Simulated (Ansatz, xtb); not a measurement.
# FGaH4Sn: which of two structures lies lower

Structure X: `[F][GaH][SnH3]`, a singlet. Structure Y: a singlet given by its coordinates. Both are isolated molecules in the gas phase, relaxed with PBE0-D3(BJ)/def2-SVP.

X (Å):

```xyz
7

F    -2.7746    0.2813   -3.1793
Ga   -2.3511    0.1288   -1.4736
Sn    0.2204    0.2646   -1.0246
H    -3.6143   -0.0590   -0.5589
H     1.0398   -0.9723   -1.8806
H     0.8348    1.7764   -1.5454
H     0.5711    0.0878    0.6442
```

Y (Å):

```xyz
7

F    -0.5767    1.0354   -0.9095
Ga   -0.2677    0.5505    0.9313
Sn    1.2395    0.0615   -1.6345
H     1.1263   -0.3284    0.3006
H     0.2237    1.8234    1.6807
H    -1.3228   -0.5385    1.2967
H     2.1606    1.5174   -1.1845
```

Close contacts (Å): F1–Ga2 1.93, F1–Sn3 2.18, Ga2–Sn3 3.02, Ga2–H4 1.76, Ga2–H5 1.56, Ga2–H6 1.56, Sn3–H4 1.98, Sn3–H7 1.78.

Question: Which of the two would you expect CCSD(T)/def2-TZVP electronic energies to favour?

Answer: Too close to call at this level: CCSD(T)/def2-TZVP gives E(Y) − E(X) = −0.037 eV.

Level by level:

| level | geometry | E(Y) − E(X) (eV) | departure from the last row (eV) | job, with rough time for the two |
| --- | --- | --- | --- | --- |
| PBE0-D3(BJ)/def2-SVP | PBE0-D3(BJ)/def2-SVP | −0.146 | −0.109 | optimisation, 99 s |
| HF/def2-TZVP | PBE0-D3(BJ)/def2-SVP | +0.064 | +0.101 | part of the CCSD(T) run |
| MP2/def2-TZVP | PBE0-D3(BJ)/def2-SVP | −0.044 | −0.007 | part of the CCSD(T) run |
| CCSD(T)/def2-TZVP | PBE0-D3(BJ)/def2-SVP | −0.037 |  | single point, 92 s |

The largest departure from CCSD(T)/def2-TZVP is that of PBE0-D3(BJ)/def2-SVP, 0.109 eV. Levels run at GFN2-xTB geometries aren't shown.

With harmonic frequencies from PBE0-D3(BJ)/def2-SVP (ideal gas, rigid rotor, one conformer each, 298.15 K, 1 atm): on the last row, ΔE + ΔZPE = −0.014 eV. A mode under 50 cm⁻¹ makes harmonic enthalpies and free energies unreliable, so none is given.

The correlated steps freeze 14 core orbitals; the filled d shell of Ga and Sn is correlated, in a basis made for valence electrons. Atoms past krypton carry core potentials in the def2 sets and no spin–orbit term is included. Run with Ansatz 0.2.0; the last row on 2 threads of Intel(R) Xeon(R) Platinum 8259CL CPU @ 2.50GHz (Skylake/Cascade Lake) on a shared host.
